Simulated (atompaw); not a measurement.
**Reading a pseudo-wave (Ni (Z = 28))**

Columns: radius, all-electron u(r) and pseudo u(r) of the 3p shell (level -73.24 eV) of nickel in the configuration [Ne] 3s2 3p6 3d8 4s1 4p1; PBEsol, scalar-relativistic, PAW (atompaw) scheme, atompaw 4.2.0.5.

```json
{"r (bohr)": "0.060", "all-electron": "-0.3851", "pseudo": "0.0095"}
{"r (bohr)": "0.119", "all-electron": "-0.6384", "pseudo": "0.0365"}
{"r (bohr)": "0.179", "all-electron": "-0.5307", "pseudo": "0.0798"}
{"r (bohr)": "0.238", "all-electron": "-0.2142", "pseudo": "0.1347"}
{"r (bohr)": "0.298", "all-electron": "0.1703", "pseudo": "0.2003"}
{"r (bohr)": "0.358", "all-electron": "0.5262", "pseudo": "0.2732"}
{"r (bohr)": "0.417", "all-electron": "0.8077", "pseudo": "0.3501"}
{"r (bohr)": "0.477", "all-electron": "1.0130", "pseudo": "0.4315"}
{"r (bohr)": "0.537", "all-electron": "1.1419", "pseudo": "0.5132"}
{"r (bohr)": "0.596", "all-electron": "1.2056", "pseudo": "0.5896"}
{"r (bohr)": "0.656", "all-electron": "1.2206", "pseudo": "0.6583"}
{"r (bohr)": "0.715", "all-electron": "1.1992", "pseudo": "0.7122"}
{"r (bohr)": "0.775", "all-electron": "1.1519", "pseudo": "0.7507"}
{"r (bohr)": "0.835", "all-electron": "1.0879", "pseudo": "0.7733"}
{"r (bohr)": "0.894", "all-electron": "1.0153", "pseudo": "0.7836"}
{"r (bohr)": "0.954", "all-electron": "0.9370", "pseudo": "0.7851"}
{"r (bohr)": "1.013", "all-electron": "0.8590", "pseudo": "0.7766"}
{"r (bohr)": "1.073", "all-electron": "0.7811", "pseudo": "0.7510"}
{"r (bohr)": "1.133", "all-electron": "0.7064", "pseudo": "0.7019"}
{"r (bohr)": "1.192", "all-electron": "0.6372", "pseudo": "0.6371"}
{"r (bohr)": "1.252", "all-electron": "0.5715", "pseudo": "0.5715"}
{"r (bohr)": "1.312", "all-electron": "0.5110", "pseudo": "0.5110"}
{"r (bohr)": "1.371", "all-electron": "0.4565", "pseudo": "0.4565"}
{"r (bohr)": "1.431", "all-electron": "0.4061", "pseudo": "0.4061"}
{"r (bohr)": "1.490", "all-electron": "0.3613", "pseudo": "0.3613"}
{"r (bohr)": "1.550", "all-electron": "0.3202", "pseudo": "0.3202"}
```

Problem. How many radial nodes do the two functions have?

Solution. The all-electron 3p function has n − l − 1 = 1; the pseudo-wave has 0, since the states of the same l below it are removed with the core.

Problem. At about which radius was the pseudo-wave matched?

Solution. 1.20 bohr, where the columns begin to agree (steps of 0.06 bohr).

Problem. Where does each function peak?

Solution. Outermost all-electron maximum near 0.66 bohr, pseudo maximum near 0.95 bohr (to the table’s step).

Problem. Is the pseudo-wave norm-conserving?

Solution. No, it belongs to a PAW set: the norm inside the radius is not constrained, and the difference is carried by the augmentation charge.
